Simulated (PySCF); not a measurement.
Several molecules and their computed UV-vis stick spectra, shuffled. Level of theory: TDDFT CAM-B3LYP/def2-SVPD, vertical, gas phase, core orbitals frozen in the response (PySCF). Geometries: PBE0-D3(BJ)/def2-SVP; one conformer of each isolated species. Triplets are in the Tamm–Dancoff approximation. Relativistic effects are left out although some hold elements past zinc.

A. `N#C[C@]1(F)C[Se]CCO1`
B. `C=CC(F)(F)C(F)(F)C(F)(F)F`
C. `NC(=O)C(F)(F)F`
D. `[H][Ge]([H])([CH2]C=C)[CH2]C=C`
E. `CCCCc1ccccc1`

Lowest singlet levels (six at most, fewer where fewer were computed) with oscillator strengths:

1. 224 nm (f 0.000); 166 nm (f 0.147); 158 nm (f 0.012); 152 nm (f 0.116); 137 nm (f 0.000); 135 nm (f 0.027); T1 5.03 eV
2. 263 nm (f 0.000); 211 nm (f 0.035); 198 nm (f 0.031); 190 nm (f 0.008); 182 nm (f 0.013); 172 nm (f 0.009)
3. 164 nm (f 0.444); 158 nm (f 0.005); 150 nm (f 0.050); 140 nm (f 0.003); 137 nm (f 0.003); 130 nm (f 0.018); T1 4.35 eV
4. 230 nm (f 0.002); 205 nm (f 0.026); 179 nm (f 0.465); 179 nm (f 0.415); 177 nm (f 0.329); 173 nm (f 0.006); T1 4.05 eV
5. 194 nm (f 0.790); 188 nm (f 0.145); 184 nm (f 0.003); 178 nm (f 0.017); 171 nm (f 0.009); 168 nm (f 0.007); T1 4.13 eV

Task: Which spectrum belongs to which structure?

Result: 1 = C, 2 = A, 3 = B, 4 = E, 5 = D.
- A: S1 at 4.72 eV, HOMO→LUMO (86%); Löwdin shares by element: HOMO selenium 70%, carbon 18% or more; LUMO selenium 62%, carbon 15% or more (atoms not listed hold the other 23%); HOMO -8.20 and LUMO 0.28 eV.
- B: S1 at 7.57 eV, HOMO→LUMO (94%); Löwdin shares by element: HOMO carbon 83% or more (atoms not listed hold the other 17%); LUMO carbon 72% or more, hydrogen 6% or more (atoms not listed hold the other 22%); HOMO -10.31 and LUMO 0.00 eV.
- C: S1 at 5.54 eV, HOMO→LUMO (98%); S1 has the pattern of n→π* at C=O; HOMO -10.03 and LUMO 0.47 eV.
- D: S1 at 6.41 eV, HOMO→LUMO (79%), HOMO→LUMO+1 (10%); Löwdin shares by element: HOMO carbon 62% or more (atoms not listed hold the other 38%); LUMO carbon 60% or more (atoms not listed hold the other 40%); HOMO -8.04 and LUMO 0.94 eV; point group C2.
- E: S1 at 5.40 eV, HOMO→LUMO (33%), HOMO→LUMO+1 (24%), HOMO-1→LUMO+1 (21%); Löwdin shares by element: HOMO carbon 65% or more (atoms not listed hold the other 35%); LUMO carbon 65% or more (atoms not listed hold the other 35%); HOMO -8.16 and LUMO 0.84 eV.
C and E have S1 within 0.15 eV of each other; their strongest listed levels stand at 7.46 eV (f 0.147) and 6.91 eV (f 0.465).
